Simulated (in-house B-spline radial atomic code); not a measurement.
Cl is squeezed into an impenetrable sphere of radius R (the orbitals vanish at R). No spin polarisation. Level of theory: non-relativistic LDA VWN5, spherical fractional occupations, point nucleus; calculated with an all-electron radial atomic-structure program (B-spline basis).

Energies in eV above the free atom in [Ne] 3s2 3p5:

```tsv
R (bohr)	highest level (eV)	[Ne] 3s2 3p5	[Ne] 3s1 3p5 3d1	[Ne] 3s2 3p4 3d1	-dE/dV in [Ne] 3s2 3p5 (GPa)
8.32	-8.71	0.003699	25.21	12.97	0.00741
5.92	-8.44	0.1774	26.65	14.51	0.705
4.96	-7.78	0.8496	28.35	16.26	4.9
4.43	-6.89	2.054	30.43	18.3	15.2
3.9	-5.13	5.081	34.7	22.44	49.9
3.24	-0.246	16.42	48.52	35.69	246
2.75	7.84	41.04	75.95	62.14	896
2.25	25.9	110.7	149	133.4	3880
1.73	75.2	344.3	381	363.1	23100
1.46	135	665	689.1	671.7	68700
```

Problem. Does [Ne] 3s1 3p5 3d1 fall below [Ne] 3s2 3p5 under compression?

Solution. No, it stays above over the whole range.

Problem. Does [Ne] 3s2 3p4 3d1 fall below [Ne] 3s2 3p5 under compression?

Solution. No, it stays above over the whole range.

The highest level is first positive in the row R = 2.75 bohr, pushed up by confinement above the zero of the free ion's potential. Each configuration is held fixed and needn't be the lowest in the sphere.
